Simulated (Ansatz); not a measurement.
Program: Ansatz. Geometries: PBE0-D4/def2-TZVP. ΔE: electronic, gas phase. CCSD(T)/CBS adds triple-zeta CCSD(T) − MP2 to the extrapolated MP2 energy (def2 sets, frozen cores). This one scheme is used for every species. Each species was taken in one conformer, which may not be the lowest.

Reaction (hydrogenolysis of a B–N bond): `BNBN[SiH3]` + H₂ → `BN[SiH3]` + `BN`

`BNBN[SiH3]`:

Z-matrix (Å, degrees):
```
Si
N 1 1.744
H 1 1.484 2 113.4
H 1 1.483 2 111.0 3 123.6
H 1 1.488 2 105.3 3 -118.1
B 2 1.409 1 134.3 3 -84.6
H 2 1.010 1 112.6 3 103.8
N 6 1.445 2 124.0 1 10.9
H 6 1.200 2 118.4 1 -168.4
B 8 1.402 6 129.9 2 17.0
H 8 1.010 6 113.9 2 -168.9
H 10 1.196 8 119.8 6 -1.1
H 10 1.197 8 119.8 6 177.4
```

H₂:

```xyz
2

H     0.225    0.112   -0.275
H    -0.225   -0.112    0.275
```

`BN[SiH3]`:

```xyz
9

B    -0.498   -0.593    1.353
N    -0.141   -0.639    0.001
Si    0.418    0.695   -0.976
H    -0.426    0.450    1.937
H    -0.867   -1.592    1.901
H    -0.215   -1.538   -0.457
H     1.774    0.411   -1.514
H     0.447    1.898   -0.114
H    -0.493    0.908   -2.132
```

`BN`:

```xyz
6

B    -0.397   -0.437   -0.343
N     0.409    0.449    0.352
H    -0.727   -0.166   -1.461
H    -0.744   -1.450    0.193
H     0.723    0.286    1.294
H     0.737    1.317   -0.035
```

| species | CCSD(T)/def2-TZVPP energy (Eh) |
| --- | --- |
| `BNBN[SiH3]` | -452.89816 |
| H₂ | -1.17233 |
| `BN[SiH3]` | -372.16038 |
| `BN` | -81.89156 |

Work out ΔE.

ΔE = (-372.16038) + (-81.89156) − (-452.89816) − (-1.17233) = 0.01855 Eh = +48.7 kJ/mol. CCSD(T)/CBS gives +51.1 kJ/mol.

Largest T1 diagnostic among the species: 0.013.

In def2-TZVPP, CCSD(T) changes the Hartree–Fock value by +18.7 kJ/mol (the triples alone add +4.2 kJ/mol) and MP2 by +23.8 kJ/mol. The D4 term adds +14.0 kJ/mol with B3LYP and +7.8 kJ/mol with PBE0; it sums over pairs of atoms, weighted by their polarisabilities, and B3LYP, whose exchange is more repulsive, gets the larger term.

B3LYP here is the variant with VWN-RPA as its local correlation; programs differ in this.
